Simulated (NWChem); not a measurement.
Species: CH3ClTe; SMILES [Te](Cl)C

```xyz
6

Te    -0.3544     0.4347     0.0000
Cl     0.1231    -1.8956     0.0000
C      1.7052     1.0310     0.0000
H      1.7126     2.1312     0.0057
H      2.1955     0.6580    -0.9072
H      2.1972     0.6488     0.9023
```
Atoms are numbered in this order, from 1.

Structure relaxed at the PBE0/def2-SVP level. Not confirmed as a minimum by frequencies. def2 effective core potentials on Te; no spin-orbit coupling.

List the 4 lowest vertical singlet excitations from B3LYP/def2-SVPD with def2 effective core potentials on Te, TDA (NWChem).


| state | energy (eV) | oscillator strength | leading excitation (squared amplitude) |
|---|---|---|---|
| S1 | 2.27 | 0.000 | HOMO → LUMO (1.00) |
| S2 | 4.28 | 0.000 | HOMO → LUMO+1 (0.98) |
| S3 | 4.55 | 0.009 | HOMO−1 → LUMO (0.97) |
| S4 | 5.19 | 0.000 | HOMO−2 → LUMO (0.97) |
